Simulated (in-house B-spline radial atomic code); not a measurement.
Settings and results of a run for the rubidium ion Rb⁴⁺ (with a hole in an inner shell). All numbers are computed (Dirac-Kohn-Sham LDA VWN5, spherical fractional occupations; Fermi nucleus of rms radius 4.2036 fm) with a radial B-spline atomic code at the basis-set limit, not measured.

In the input, a minus or plus after the letter marks the j = l - 1/2 or j = l + 1/2 subshell.

Command:
```bash
python run_scf.py task.json out
```
Settings (nuclear radius in fm, mass in u):
```
Z                37
configuration    1s2 2s1 2p6 3s2 3p-2 3p+3 3d10 4s2 4p5
hamiltonian      dirac
method           lda,vwn
spin_polarised   False
nucleus          fermi
rms_radius       4.2036
atomic_mass      84.91179
speed_of_light   137.035999084
```

Output (hartree, bohr):
```
 radial grid: 68 intervals, B-splines of order 8, outer radius 22.1277 bohr

 iter        energy (Eh)    residual
    1       -2882.078999    7.24e-01
    2       -2886.214659    5.69e-01
    3       -2889.916251    7.43e-02
    4       -2890.024452    1.25e-02
    5       -2890.026983    6.72e-03
    6       -2890.027972    9.63e-04
    7       -2890.027983    6.72e-05
    8       -2890.027983    1.65e-06
    9       -2890.027983    6.28e-09

 total energy                     -2890.02798
 kinetic                            2968.9232
 electron-nucleus                  -6890.9228
 Hartree                            1123.5359
 exchange-correlation                -91.5643

 first-order corrections (not in the total)
   Gaunt                             1.6554
   retardation                      -0.1628
   frequency dependence             -0.0084
   self-energy                       1.1071
   Uehling                          -0.1164
   Wichmann-Kroll                    0.0014
   recoil                            0.0132

 orbital      occ     eigenvalue          <r>       <r^2>       <1/r>     <1/r^3>       r_max    small
 1s1/2      2.000      -558.2608    0.0403131  0.00218913     37.8502           -     0.02631  1.80e-02
 2s1/2      1.000       -78.7955     0.176521   0.0367692     8.55836           -      0.1492  3.66e-03
 2p1/2      2.000       -72.2897     0.150961   0.0279362     8.53434           -      0.1166  3.66e-03
 2p3/2      4.000       -70.0142     0.154981   0.0293157     8.22132     1593.21      0.1199  3.56e-03
 3s1/2      2.000       -14.1951     0.497553    0.284016     2.90656           -      0.4432  9.53e-04
 3p1/2      2.000       -11.7837     0.493538     0.28417     2.81368           -      0.4297  9.10e-04
 3p3/2      3.000       -11.4185     0.503213    0.295194     2.73747     258.394      0.4382  8.84e-04
 3d3/2      4.000        -7.1732     0.484213     0.28361     2.56163     37.1437      0.3711  7.93e-04
 3d5/2      6.000        -7.1048     0.487478    0.287302      2.5417      36.075      0.3736  7.86e-04
 4s1/2      2.000        -3.1903      1.28051     1.85163     1.06204           -       1.155  2.14e-04
 4p1/2      1.667        -2.5148      1.39203     2.20315    0.964073           -       1.235  1.83e-04
 4p3/2      3.333        -2.4616      1.41522     2.27626    0.944626     37.8714       1.257  1.78e-04
```

Run time, properties included: 0.91 s on 1 thread of Intel(R) Xeon(R) 6975P-C, on a shared host.

For the Dirac Hamiltonian the kinetic term is c α·p + (β - 1)c².
